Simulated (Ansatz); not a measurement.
Harmonic frequencies (cm⁻¹) at PBE0-D4/def2-TZVP from Ansatz: 580, 599, 655, 708, 730, 801, 917, 983, 990, 1133, 1559, 2235, 2241, 3196, 3220.

Question: Which molecule is it?
A. `O=COC=O`
B. `C#C[SiH3]`
C. `C1=C[SiH2]1`
D. `OC1=CB1`

Answer: C.
